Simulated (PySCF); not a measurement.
## Mo²⁺ (molybdenum, charge +2) across methods

[Kr] 4d3 5s1, high-spin 5F determinant (an excited configuration). Computed with PySCF 2.14 in aug-cc-pVTZ-PP with ECP28MDF, with scalar relativity through the core potential.

```tsv
method	E (hartree)	mean ε 4p β (eV)	mean ε 4d α (eV)	mean ε 5s α (eV)	Σ⟨r²⟩ (bohr²)	⟨S²⟩
UHF	-66.41829	-67.116	-31.202	-22.317	32.04	6.005
MN15	-66.7322	-61.967	-26.894	-21.289	31.89	6.001
TPSS	-66.8636	-59.228	-24.996	-19.800	31.75	6.001
LDA	-66.6914	-58.980	-24.834	-20.284	31.83	6.000
PBE	-66.8797	-59.016	-24.924	-19.983	31.74	6.001
r2SCAN	-66.9137	-59.838	-25.465	-20.187	31.62	6.002
PBE0	-66.8700	-61.377	-26.665	-20.684	31.72	6.001
BHandHLYP	-66.8052	-63.587	-28.172	-21.219	31.74	6.002
BLYP	-66.8458	-58.904	-24.667	-19.841	31.74	6.001
```

Energies and moments cover only the electrons outside the core potential.
